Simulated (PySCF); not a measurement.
**Worked example: chemical shift, span and skew from a shielding tensor**

CH5FOSi2, SMILES F[Si@H]1CO[SiH2]1. Atoms are numbered in the order given.

```xyz
10

F     -1.4791     1.6272    -0.7215
Si    -0.6958     0.6281     0.3263
C     -0.7542    -1.2627    -0.0651
O      0.6548    -1.5671     0.1055
Si     1.5157    -0.0792     0.0310
H     -1.1749     0.9970     1.7056
H     -1.3570    -1.8880     0.6292
H     -1.0975    -1.4837    -1.1019
H      2.1805     0.1724    -1.2990
H      2.5681    -0.0143     1.1041
```

Geometry optimised at PBE-D3(BJ)/def2-SVP. The structure was generated by enumeration; whether it is a known compound was not checked.

GIAO shieldings from PBE0/pcSseg-1 run with PySCF, non-relativistic, no solvent. The symmetric part of the tensor of Si2 has the principal values 268.2, 313.6, 350.2 ppm. The same nucleus in TMS has σ = 352.7 ppm at this level (PySCF, at its B3LYP-D3(BJ)/def2-TZVP geometry).

Q: Work out the isotropic shielding, the ²⁹Si shift against TMS, the span and the skew.

A: 
σ(iso) = (σ11 + σ22 + σ33)/3 = 310.7 ppm. δ = σ(ref) − σ(iso) = 352.7 − (310.7) = 42.0 ppm.
Span Ω = σ33 − σ11 = 82.0 ppm. Skew κ = 3(σ(iso) − σ22)/Ω = -0.11. Tumbling in solution averages the tensor to δ; in a static solid the shielding alone would spread this spin-1/2 line over Ω.
